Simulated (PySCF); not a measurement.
RbF and its ions

B3LYP; PySCF, scalar-relativistic core potentials, basis sets Rb def2-SVPD with ECP28, F def2-SVPD. Neutral (UKS): singlet (closed shell), Re = 2.370 Å, ωe = 352 cm⁻¹, De = 4.88 eV, HOMO -5.95 eV, LUMO -1.37 eV.

RbF⁻ (UKS): doublet (σ ↑), Re = 2.474 Å, ωe = 283 cm⁻¹, De = 1.70 eV to Rb + F⁻. The energies at the minima are -123.93058 hartree for RbF and -123.94726 for RbF⁻.

(1) Work out the adiabatic electron affinity, without and with harmonic zero-point energies (1 hartree = 27.2114 eV, 1 eV = 8065.5 cm⁻¹), and the change of the bond length.

Spin–orbit coupling is left out. For an ion De counts to the pair picked by the measured ionisation energies or electron affinities, which need not be the lowest pair at this level. The highest Kohn–Sham level is positive in this anion. Much of that is self-interaction error, but it also means that the finite basis helps to hold the extra electron. States were picked by a PBE0 search and need not be the measured ground states.

## Answers

(1) At B3LYP: 0.01668 hartree = 0.454 eV between the minima; the zero-point term (352.0 − 283.0)/2 cm⁻¹ = +0.004 eV makes it 0.458 eV. Re changes by +10.4 pm against the neutral. The electron enters a σ orbital; in so polar a molecule the change of length follows mostly from the change of the ionic charges.
